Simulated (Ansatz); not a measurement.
Reaction (ligand exchange at the Si–O bond): `BO[SiH](O)S` + `[SiH3]P` → `O[SiH](S)P[SiH3]` + `BO`

Calculated with Ansatz (gas phase, PBE0-D4/def2-TZVP geometries, no zero-point term in ΔE). CBS: MP2 limit from def2 TZ/QZ plus the TZ coupled-cluster correction, frozen cores. This one scheme is used for every species. Functionals use def2-TZVPP. B3LYP here is the variant with VWN-RPA as its local correlation; programs differ in this. HSE06 is defined as in plane-wave codes. One conformer a species, not always the lowest.

```json
{"level": "LDA (SPW92)", "ΔE (kJ/mol)": "49.6", "difference from CCSD(T)/CBS": "-15.5"}
{"level": "PBE-D4", "ΔE (kJ/mol)": "43.1", "difference from CCSD(T)/CBS": "-22.0"}
{"level": "revPBE-D4", "ΔE (kJ/mol)": "41.8", "difference from CCSD(T)/CBS": "-23.3"}
{"level": "BLYP-D4", "ΔE (kJ/mol)": "61.3", "difference from CCSD(T)/CBS": "-3.8"}
{"level": "r2SCAN-D4", "ΔE (kJ/mol)": "61.8", "difference from CCSD(T)/CBS": "-3.3"}
{"level": "B97M-V", "ΔE (kJ/mol)": "66.8", "difference from CCSD(T)/CBS": "1.7"}
{"level": "PBE0-D4", "ΔE (kJ/mol)": "50.8", "difference from CCSD(T)/CBS": "-14.3"}
{"level": "B3LYP-D4", "ΔE (kJ/mol)": "66.9", "difference from CCSD(T)/CBS": "1.8"}
{"level": "r2SCANh-D4", "ΔE (kJ/mol)": "63.0", "difference from CCSD(T)/CBS": "-2.1"}
{"level": "r2SCAN0-D4", "ΔE (kJ/mol)": "64.7", "difference from CCSD(T)/CBS": "-0.4"}
{"level": "HSE06-D4", "ΔE (kJ/mol)": "50.6", "difference from CCSD(T)/CBS": "-14.5"}
{"level": "BHLYP-D4", "ΔE (kJ/mol)": "75.7", "difference from CCSD(T)/CBS": "10.6"}
{"level": "CAM-B3LYP-D4", "ΔE (kJ/mol)": "76.5", "difference from CCSD(T)/CBS": "11.4"}
{"level": "ωB97X-V", "ΔE (kJ/mol)": "67.1", "difference from CCSD(T)/CBS": "2.0"}
{"level": "ωB97M-V", "ΔE (kJ/mol)": "67.0", "difference from CCSD(T)/CBS": "1.9"}
{"level": "B2PLYP", "ΔE (kJ/mol)": "74.4", "difference from CCSD(T)/CBS": "9.3"}
{"level": "PBE-QIDH", "ΔE (kJ/mol)": "61.8", "difference from CCSD(T)/CBS": "-3.3"}
{"level": "PBE", "ΔE (kJ/mol)": "49.8", "difference from CCSD(T)/CBS": "-15.3"}
{"level": "BLYP", "ΔE (kJ/mol)": "73.9", "difference from CCSD(T)/CBS": "8.8"}
{"level": "r2SCAN", "ΔE (kJ/mol)": "63.5", "difference from CCSD(T)/CBS": "-1.6"}
{"level": "B3LYP", "ΔE (kJ/mol)": "77.9", "difference from CCSD(T)/CBS": "12.8"}
{"level": "r2SCANh", "ΔE (kJ/mol)": "64.9", "difference from CCSD(T)/CBS": "-0.2"}
{"level": "r2SCAN0", "ΔE (kJ/mol)": "66.9", "difference from CCSD(T)/CBS": "1.8"}
{"level": "HSE06", "ΔE (kJ/mol)": "56.6", "difference from CCSD(T)/CBS": "-8.5"}
{"level": "BHLYP", "ΔE (kJ/mol)": "87.4", "difference from CCSD(T)/CBS": "22.3"}
{"level": "LC-ωPBE", "ΔE (kJ/mol)": "63.8", "difference from CCSD(T)/CBS": "-1.3"}
{"level": "RPA@PBE/def2-TZVPP", "ΔE (kJ/mol)": "71.2", "difference from CCSD(T)/CBS": "6.1"}
{"level": "HF/def2-SVP", "ΔE (kJ/mol)": "90.8", "difference from CCSD(T)/CBS": "25.7"}
{"level": "MP2/def2-SVP", "ΔE (kJ/mol)": "61.1", "difference from CCSD(T)/CBS": "-4.0"}
{"level": "CCSD(T)/def2-SVP", "ΔE (kJ/mol)": "63.8", "difference from CCSD(T)/CBS": "-1.3"}
{"level": "HF/def2-TZVPP", "ΔE (kJ/mol)": "103.3", "difference from CCSD(T)/CBS": "38.2"}
{"level": "MP2/def2-TZVPP", "ΔE (kJ/mol)": "64.0", "difference from CCSD(T)/CBS": "-1.1"}
{"level": "SCS-MP2/def2-TZVPP", "ΔE (kJ/mol)": "73.0", "difference from CCSD(T)/CBS": "7.9"}
{"level": "CCSD/def2-TZVPP", "ΔE (kJ/mol)": "75.4", "difference from CCSD(T)/CBS": "10.3"}
{"level": "CCSD(T)/def2-TZVPP", "ΔE (kJ/mol)": "68.7", "difference from CCSD(T)/CBS": "3.6"}
{"level": "HF/def2-QZVPP", "ΔE (kJ/mol)": "105.4", "difference from CCSD(T)/CBS": "40.3"}
{"level": "SCS-MP2/def2-QZVPP", "ΔE (kJ/mol)": "71.6", "difference from CCSD(T)/CBS": "6.5"}
{"level": "HF/CBS(def2)", "ΔE (kJ/mol)": "105.7", "difference from CCSD(T)/CBS": "40.6"}
{"level": "MP2/CBS(def2)", "ΔE (kJ/mol)": "60.4", "difference from CCSD(T)/CBS": "-4.7"}
{"level": "CCSD/CBS(def2)", "ΔE (kJ/mol)": "71.8", "difference from CCSD(T)/CBS": "6.7"}
{"level": "CCSD(T)/CBS", "ΔE (kJ/mol)": "65.1", "difference from CCSD(T)/CBS": "0"}
```

Largest T1 diagnostic among the species: 0.014.

Leaving LDA and LC-ωPBE aside and taking each functional with its dispersion term where it has one, the values spread over 34.7 kJ/mol, from revPBE-D4 to CAM-B3LYP-D4. In def2-TZVPP, CCSD(T) changes the Hartree–Fock value by −34.6 kJ/mol (the triples alone add −6.7 kJ/mol) and MP2 by −39.3 kJ/mol. From r2SCAN to r2SCAN0 (25 % exact exchange), in def2-TZVPP and without D4, ΔE moves by +3.4 kJ/mol.

CCSD(T)/CBS has its own doubt, a few kJ/mol and more with outer-core shells, so smaller differences from it don't rank the levels.
